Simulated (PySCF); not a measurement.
Ionisation energy along the 4-electron series

Calculated with PySCF 2.14 and a two-component X2C-1e Hamiltonian (Gaussian nucleus, no Breit or QED terms), each ion in its own even-tempered basis scaled to its charge; GMP2 freezes nothing and drops the highest virtual spinors. Values in eV. NIST values: (m) measured, (s) semi-empirical, (t) theoretical.

```tsv
ion	configuration	GMP2 (spin-free)	GHF (screened spin-orbit)	GMP2 (screened spin-orbit)	NIST
Er⁶⁴⁺	[He] 2s2	15996.6	15991.6	15998.1	15971 ± 24 (t)
Yb⁶⁶⁺	[He] 2s2	17078.2	17073.3	17079.8	17050 ± 40 (t)
```

Fill in the row of Tm⁶⁵⁺.

configuration: [He] 2s2; GMP2 (spin-free): 16531.8; GHF (screened spin-orbit): 16526.8; GMP2 (screened spin-orbit): 16533.4; NIST: 16510 ± 30 (t).
